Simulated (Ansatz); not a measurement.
Input file:

```yaml
crystal:
  periodic: [false, false, false]
  atoms:
    - { symbol: Si, position_ang: [-0.9909, -0.2662, 0.2488] }
    - { symbol: S, position_ang: [0.1028, -2.3497, -0.6637] }
    - { symbol: H, position_ang: [-2.217, -0.0206, -0.5111] }
    - { symbol: H, position_ang: [-1.601, -1.137, 1.3099] }
    - { symbol: Si, position_ang: [0.5131, 0.9906, 1.4821] }
    - { symbol: H, position_ang: [0.3379, -0.9006, -1.6941] }
    - { symbol: "N", position_ang: [-0.0665, 0.3658, -1.5615] }
    - { symbol: H, position_ang: [1.2528, -2.1374, -0.0365] }
    - { symbol: H, position_ang: [-0.0568, 2.3166, 1.7254] }
    - { symbol: H, position_ang: [1.826, 1.2073, 0.8539] }
    - { symbol: H, position_ang: [0.801, 0.3973, 2.7921] }
    - { symbol: H, position_ang: [0.7495, 0.9648, -1.5829] }
    - { symbol: H, position_ang: [-0.6511, 0.5691, -2.3622] }
basis:
  gaussian: { orbitals: def2-SVP }
hamiltonian:
  xc: pbe
  dispersion: d4
relax:
  f_tol: 0.15
  max_steps: 25
  restrain:
    - { distance: [0, 6], at: 3.12, k: 30.0 }
    - { distance: [5, 1], at: 2.66, k: 30.0 }
    - { distance: [0, 1], at: 2.16, k: 30.0 }
    - { distance: [5, 6], at: 1.02, k: 30.0 }
```

Command:

```bash
$ ansatz run input.yaml --threads 2 --pin off --max-ram 3072MiB --backend cpu --events-out ev --progress --plain --runs-dir out
```

Hardware: 2 threads of Arm Neoverse V2, on a shared host.

Question: Roughly how long does this run take, and how much memory?

Answer: 25 s, with a peak of 0.15 GiB, for 12 ionic steps.
